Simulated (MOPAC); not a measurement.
A run for MOPAC: PM3 on CH5MgN (SMILES [CH3][Mg][NH2]), a point of a bond scan (R = 1.769 Å).

```
PM3 1SCF PRECISE CHARGE=0 THREADS=1
CH5MgN

Mg     0.00826456 1    -0.04712997 1     0.03044101 1
C     -0.28026958 1     1.67368275 1    -1.11114769 1
H     -1.04623442 1     2.32029198 1    -0.67380073 1
H     -0.60167589 1     1.43347148 1    -2.12823459 1
H      0.63653762 1     2.26428122 1    -1.18905058 1
N      0.26979219 1    -1.61137839 1     1.07033147 1
H      1.34329884 1    -2.96341665 1     0.68658403 1
H     -0.17795435 1    -1.83096121 1     1.94931248 1
```

The log:

```
*******************************************************************************
 **                                                                           **
 **                              MOPAC v23.2.5                                **
 **                                                                           **
 *******************************************************************************
 ** MOPAC's Digital Object Identifier: https://doi.org/10.5281/zenodo.6511958 **
 **                                                                           **
 ** Please cite the open-source release paper for use of this MOPAC version:  **
 ** J. E. Moussa and J. J. P. Stewart (2026)                                  **
 ** MOPAC: An open-source semiempirical molecular orbital program             **
 ** J. Open Source Softw., 11(119), 8025, https://doi.org/10.21105/joss.08025 **
 *******************************************************************************

                              PM3 CALCULATION RESULTS

 *******************************************************************************
 *  PM3        - The PM3 Hamiltonian to be used
 *
 *
 *
 *                 CHARGE ON SYSTEM = 0
 *
 *
 *
 *  PRECISE    - TIGHTER CRITERIA TO BE USED
 *  1SCF       - DO 1 SCF AND THEN STOP
 *  THREADS=1  - MULTI-THREADING NOT USED
 *  T=         - A TIME OF 172800.0 SECONDS REQUESTED
 *  DUMP=N     - RESTART FILE WRITTEN EVERY 7200.0 SECONDS REQUESTED
 *******************************************************************************
PM3 1SCF PRECISE CHARGE=0 THREADS=1
 CH5MgN

   ATOM   CHEMICAL          X               Y               Z
  NUMBER   SYMBOL      (ANGSTROMS)     (ANGSTROMS)     (ANGSTROMS)

     1      Mg          0.00826456  *  -0.04712997  *   0.03044101  *
     2       C         -0.28026958  *   1.67368275  *  -1.11114769  *
     3       H         -1.04623442  *   2.32029198  *  -0.67380073  *
     4       H         -0.60167589  *   1.43347148  *  -2.12823459  *
     5       H          0.63653762  *   2.26428122  *  -1.18905058  *
     6       N          0.26979219  *  -1.61137839  *   1.07033147  *
     7       H          1.34329884  *  -2.96341665  *   0.68658403  *
     8       H         -0.17795435  *  -1.83096121  *   1.94931248  *



          CARTESIAN COORDINATES

    NO.       ATOM           X           Y           Z

     1        Mg          0.0083     -0.0471      0.0304
     2         C         -0.2803      1.6737     -1.1111
     3         H         -1.0462      2.3203     -0.6738
     4         H         -0.6017      1.4335     -2.1282
     5         H          0.6365      2.2643     -1.1891
     6         N          0.2698     -1.6114      1.0703
     7         H          1.3433     -2.9634      0.6866
     8         H         -0.1780     -1.8310      1.9493

  H: (PM3): J. J. P. STEWART, J. COMP. CHEM. 10, 209 (1989).
  C: (PM3): J. J. P. STEWART, J. COMP. CHEM. 10, 209 (1989).
  N: (PM3): J. J. P. STEWART, J. COMP. CHEM. 10, 209 (1989).
 Mg: (PM3): J. J. P. STEWART, J. COMP. CHEM. 12, 320-341 (1991).

           Empirical Formula: C H5 N Mg  =     8 atoms



      MOLECULAR POINT GROUP   :   Cs


      RHF CALCULATION, NO. OF DOUBLY OCCUPIED LEVELS = 8


 -------------------------------------------------------------------------------
 PM3 1SCF PRECISE CHARGE=0 THREADS=1
 CH5MgN



     1SCF WAS SPECIFIED, SO BFGS WAS NOT USED
     SCF FIELD WAS ACHIEVED


                              PM3 CALCULATION
                                                       MOPAC v23.2.5 Linux




          FINAL HEAT OF FORMATION =         96.47117 KCAL/MOL =     403.63538 KJ/MOL


          COSMO AREA              =        107.54 SQUARE ANGSTROMS
          COSMO VOLUME            =         84.13 CUBIC ANGSTROMS

          IONIZATION POTENTIAL    =          8.887931 EV
          HOMO LUMO ENERGIES (EV) =         -8.888 -1.083
          NO. OF FILLED LEVELS    =          8
          MOLECULAR WEIGHT        =         55.3622         POINT GROUP:  Cs

          MOLECULAR DIMENSIONS (Angstroms)

            Atom       Atom       Distance
            H     7    H     3     5.95635
            H     8    H     4     3.38910
            H     5    H     4     1.68514


          SCF CALCULATIONS        =          1





   ATOM   CHEMICAL          X               Y               Z
  NUMBER   SYMBOL      (ANGSTROMS)     (ANGSTROMS)     (ANGSTROMS)

     1      Mg          0.00826456  *  -0.04712997  *   0.03044101  *
     2       C         -0.28026958  *   1.67368275  *  -1.11114769  *
     3       H         -1.04623442  *   2.32029198  *  -0.67380073  *
     4       H         -0.60167589  *   1.43347148  *  -2.12823459  *
     5       H          0.63653762  *   2.26428122  *  -1.18905058  *
     6       N          0.26979219  *  -1.61137839  *   1.07033147  *
     7       H          1.34329884  *  -2.96341665  *   0.68658403  *
     8       H         -0.17795435  *  -1.83096121  *   1.94931248  *

                             CARTESIAN COORDINATES

   1   Mg        0.008264560    -0.047129970     0.030441010
   2    C       -0.280269580     1.673682750    -1.111147690
   3    H       -1.046234420     2.320291980    -0.673800730
   4    H       -0.601675890     1.433471480    -2.128234590
   5    H        0.636537620     2.264281220    -1.189050580
   6    N        0.269792190    -1.611378390     1.070331470
   7    H        1.343298840    -2.963416650     0.686584030
   8    H       -0.177954350    -1.830961210     1.949312480


           Empirical Formula: C H5 N Mg  =     8 atoms



      MOLECULAR POINT GROUP   :   Cs


                  EIGENVALUES
 -27.56136 -24.24039 -13.15155 -12.80605 -12.78403 -10.97417  -8.98579  -8.88793
  -1.08317  -0.63894  -0.47321   0.75760   2.28128   5.14594   5.25260   5.27973
   5.29590


              NET ATOMIC CHARGES AND DIPOLE CONTRIBUTIONS

  ATOM NO.   TYPE          CHARGE      No. of ELECS.   s-Pop       p-Pop
    1         Mg           0.452380        1.5476     0.52215     1.02547
    2          C          -0.297641        4.2976     1.17852     3.11912
    3          H           0.027313        0.9727     0.97269
    4          H           0.028584        0.9714     0.97142
    5          H           0.028484        0.9715     0.97152
    6          N          -0.305486        5.3055     1.52104     3.78445
    7          H           0.016668        0.9833     0.98333
    8          H           0.049696        0.9503     0.95030
 DIPOLE           X         Y         Z       TOTAL
 POINT-CHG.    -0.045     0.006     0.061     0.076
 HYBRID        -0.003    -0.778     0.716     1.057
 SUM           -0.048    -0.772     0.777     1.096


          ATOMIC ORBITAL ELECTRON POPULATIONS

     Atom    s        px        py        pz
    1 Mg   0.52215   0.17658   0.54571   0.30318
    2  C   1.17852   0.99786   1.08601   1.03524
    3  H   0.97269
    4  H   0.97142
    5  H   0.97152
    6  N   1.52104   1.38868   1.16541   1.23036
    7  H   0.98333
    8  H   0.95030

 **********************
 *                    *
 * JOB ENDED NORMALLY *
 *                    *
 **********************




 == MOPAC DONE ==
```

The run finished.

Cost: around 0.03 core-seconds (rough).
